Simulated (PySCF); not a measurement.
TeCl₄, SMILES Cl[Te](Cl)(Cl)Cl.

Geometry optimised at PBE0-D3(BJ)/def2-SVP. The isomer is the one that the SMILES or the coordinates give; other isomers of the formula were not compared. The def2 effective core potentials stand for the cores of Te; spin–orbit coupling is left out.

These are TDDFT-B3LYP/def2-SVPD (PySCF) values and carry that method's errors.

Vertical excitations. Isolated molecule, no solvent. State labels are in the subgroup C2v.

| state | symmetry | energy (eV) | λ (nm) | f | main pairs |
|---|---|---|---|---|---|
| S1 | A1 | 3.40 | 365 | 0.006 | HOMO→LUMO 100 % |
| S2 | B1 | 3.51 | 353 | 0.007 | HOMO→LUMO+1 99 % |
| S3 | A2 | 3.67 | 338 | 0.000 | HOMO−1→LUMO 98 % |
| S4 | B2 | 3.78 | 328 | 0.000 | HOMO−1→LUMO+1 54 %, HOMO−2→LUMO 46 % |
| S5 | A2 | 3.82 | 325 | 0.000 | HOMO−2→LUMO+1 99 % |
| S6 | B2 | 3.91 | 317 | 0.023 | HOMO−2→LUMO 50 %, HOMO−1→LUMO+1 43 % |
| S7 | B1 | 3.94 | 315 | 0.001 | HOMO−3→LUMO 96 % |
| S8 | A1 | 4.04 | 307 | 0.001 | HOMO−3→LUMO+1 64 %, HOMO−4→LUMO 36 % |
| S9 | B1 | 4.17 | 297 | 0.000 | HOMO−4→LUMO+1 97 % |
| S10 | A1 | 4.59 | 270 | 0.007 | HOMO−4→LUMO 60 %, HOMO−3→LUMO+1 33 % |
| T1 | B1 | 3.04 | 408 | 0 | HOMO→LUMO+1 97 % |
| T2 | A1 | 3.08 | 403 | 0 | HOMO→LUMO 98 % |
| T3 | B2 | 3.43 | 362 | 0 | HOMO−2→LUMO 52 %, HOMO−1→LUMO+1 43 % |
| T4 | A2 | 3.43 | 362 | 0 | HOMO−1→LUMO 75 %, HOMO−2→LUMO+1 19 % |
Triplets are in the Tamm–Dancoff approximation, which puts them higher than full response would, so one can lie above its singlet here.
